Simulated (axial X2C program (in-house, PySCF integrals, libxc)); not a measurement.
# Nuclear properties of SnTe⁺

Computed with an axial X2C code built on PySCF integrals: two-component X2C with atomic mean-field Coulomb and Gaunt terms, Gaussian nuclei, basis Te dyall-cv3z, Sn dyall-cv3z with contracted cores.

R = 2.690 Å (near the PBE0 minimum at charge 1 of the determinant lowest at the starting distance; the state shown can have its own minimum elsewhere).

Input and command:
```json
{"zs": [52, 50], "q": 1, "bas": ["dyall-cv3z", "dyall-cv3z"], "r0": 2.58, "levels": ["PBE0", "HF", "B3LYP", "LDA", "PBE"], "nst": 3}
```
```bash
python soeom.py task.json out
```

Keys: zs atomic numbers; q charge; bas basis sets; r0 starting distance in Å; levels methods; nst determinants followed.

Determinant lowest in the PBE0 search, Ω = 3/2 (⟨Sz⟩ = 0.50, ⟨Lz⟩ = 1.00 at PBE0), spin on the atoms Te 0.49, Sn 0.02:

| level | Eeff magnitude (GV/cm) | Ws magnitude Te (kHz) | Ws magnitude Sn (kHz) | A∥/gI Te (MHz) | qzz Te (a.u.) | A∥/gI Sn (MHz) | qzz Sn (a.u.) |
| --- | --- | --- | --- | --- | --- | --- | --- |
| PBE0 | 0.621 | 0.294 | 0.0908 | 384 | -2.10 | 123 | -6.56 |
| HF | 5.57 | 1.21 | 0.915 | 362 | -1.36 | 233 | -7.44 |
| B3LYP | 0.41 | 0.211 | 0.088 | 427 | -2.32 | 117 | -6.39 |
| LDA | 0.233 | 0.168 | 0.108 | 460 | -2.71 | 108 | -6.06 |
| PBE | 0.355 | 0.199 | 0.0945 | 393 | -2.62 | 124 | -6.03 |

Eeff is the effective electric field on the electron electric dipole moment in this Ω state and Ws the scalar–pseudoscalar constant of the nucleus named (defined with the proton number Z and per Ω); A∥ (defined per Ω) follows by multiplying with gI = μI/(I μN); qzz is the electric field gradient, eQq0 = 234.96 MHz × Q/barn × qzz. The operators were transformed with the bare-nucleus X2C matrices; with these basis sets, hyperfine constants and field gradients can be off by tens of per cent, and where levels differ in sign neither size nor sign is settled.

(1) With gI(125Te) = -1.7770 (g factors from the IAEA table of nuclear moments by Stone), turn the PBE0 values of the first state into constants in MHz.

Each state is one determinant with collinear spin. Unrestricted Hartree–Fock can overshoot spin polarisation at the nuclei. Where Eeff spreads by more than a factor of two the levels disagree and none is to be relied on. The search compared states at one distance, so a state with another bond length can lie lower. The sign of Ws at Sn differs between levels in the first state. Further determinants of the search, some of them spin-mixed, are not shown. Where a field gradient or hyperfine factor spreads by more than a factor of two over the levels, a constant derived from it is not to be relied on.

Answers

(1) A∥(125Te) = 384 × -1.7770 = -682 MHz.
